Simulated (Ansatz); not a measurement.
`[BH2][SbH][CH3]` + H₂S → `[CH3][SbH][SH]` + BH₃ at 700 K and 1 bar (cleavage of the Sb–B bond).

Isolated molecules relaxed with PBE0-D4/def2-TZVP in Ansatz; ΔE leaves out vibrations. CCSD(T)/CBS is the MP2 limit (def2-TZVPP, def2-QZVPP) plus CCSD(T) − MP2 in def2-TZVPP, frozen cores. This one scheme is used for every species. Elements past krypton have def2 core potentials. For Sb outer-core shells are correlated without core-valence functions, which leaves a few kJ/mol of doubt a bond. One conformer a species, not always the lowest.

```tsv
species	CCSD(T)/CBS energy (Eh)	H − E (kJ/mol)	S (J/(mol·K))
`[BH2][SbH][CH3]`	-306.43061	231.5	423.2
H₂S	-398.97279	64.8	236.9
`[CH3][SbH][SH]`	-678.86565	200.0	422.4
BH₃	-26.55200	96.5	225.0
```

H − E and S are ideal-gas, rigid-rotor, harmonic terms from PBE0-D4/def2-TZVP, for one conformer and one mirror image of each species. 1 Eh = 2625.50 kJ/mol, R = 8.31446 J/(mol·K).

**Question.** By hand: ΔE, ΔH, ΔS and ΔG.

**Answer.** ΔE = (-678.86565) + (-26.55200) − (-306.43061) − (-398.97279) = -0.01425 Eh = -37.4 kJ/mol. Δ(H − E) = 200.0 + 96.5 − 231.5 − 64.8 = 0.2, so ΔH = -37.2 kJ/mol. ΔS = 422.4 + 225.0 − 423.2 − 236.9 = -12.7 J/(mol·K). ΔG = -37.2 − 700 × (-12.7)/1000 = -28.3 kJ/mol.

**Question.** By hand: the equilibrium constant, and the temperature at which ΔG would vanish if ΔH and ΔS stayed fixed.

**Answer.** log₁₀ K = −ΔG/(RT ln 10) = 2.1. ΔG = 0 at ΔH/ΔS = 2929 K, far beyond where these terms or the molecules hold.

The number of gas molecules stays the same, so ΔS is small and ΔH decides. A doubt of 5 kJ/mol in ΔE shifts log₁₀ K by 0.4 here. Other conformers and mirror images would add mixing entropy, several J/(mol·K) or more a flexible species. These are equilibria of isolated gas molecules and say nothing of rates. Largest T1 diagnostic: 0.015 (customary marks: 0.02 for closed shells, 0.045 for open ones).
